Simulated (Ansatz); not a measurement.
`CS[SiH](C)Cl`. Charge 0, multiplicity 1. The structure was optimised at the PBE0-D4/def2-TZVP level. It is one conformer, not always the lowest.

```xyz
12

C    -0.299    2.360   -0.249
S     0.959    1.087    0.059
Si   -0.256   -0.640   -0.028
C     0.818   -2.131    0.216
Cl   -1.715   -0.589    1.438
H    -0.786    2.204   -1.211
H    -1.040    2.368    0.549
H     0.221    3.318   -0.265
H    -1.010   -0.665   -1.305
H     0.211   -3.039    0.192
H     1.328   -2.082    1.180
H     1.569   -2.191   -0.576
```

(1) What is the dipole moment at r2SCAN/def2-TZVPP? (Estimate.)

(2) And with PBE, B3LYP, ωB97M-V? (Best estimate.)

(3) Give the Mulliken charges with r2SCAN, ωB97M-V, PBE in def2-TZVPP. (Best estimate.)

## Answers

(1) Ansatz gave: 1.07 D, with components (0.26, 0.09, -1.03) D in this frame, pointing from negative to positive charge.

(2) Ansatz gave: PBE 1.02 D, B3LYP 1.08 D, ωB97M-V 1.07 D.

(3) Ansatz gave: 
```json
{"atom": "C1", "r2SCAN": "-0.15", "ωB97M-V": "-0.35", "PBE": "-0.26"}
{"atom": "S2", "r2SCAN": "-0.23", "ωB97M-V": "-0.16", "PBE": "-0.20"}
{"atom": "Si3", "r2SCAN": "0.53", "ωB97M-V": "0.41", "PBE": "0.43"}
{"atom": "C4", "r2SCAN": "-0.32", "ωB97M-V": "-0.45", "PBE": "-0.38"}
{"atom": "Cl5", "r2SCAN": "-0.27", "ωB97M-V": "-0.23", "PBE": "-0.24"}
{"atom": "H6", "r2SCAN": "0.09", "ωB97M-V": "0.14", "PBE": "0.12"}
{"atom": "H7", "r2SCAN": "0.09", "ωB97M-V": "0.15", "PBE": "0.13"}
{"atom": "H8", "r2SCAN": "0.09", "ωB97M-V": "0.14", "PBE": "0.12"}
{"atom": "H9", "r2SCAN": "-0.09", "ωB97M-V": "-0.03", "PBE": "-0.07"}
{"atom": "H10", "r2SCAN": "0.08", "ωB97M-V": "0.12", "PBE": "0.12"}
{"atom": "H11", "r2SCAN": "0.09", "ωB97M-V": "0.13", "PBE": "0.12"}
{"atom": "H12", "r2SCAN": "0.09", "ωB97M-V": "0.13", "PBE": "0.12"}
```

B3LYP here is the variant with VWN-RPA as its local correlation; programs differ in this.
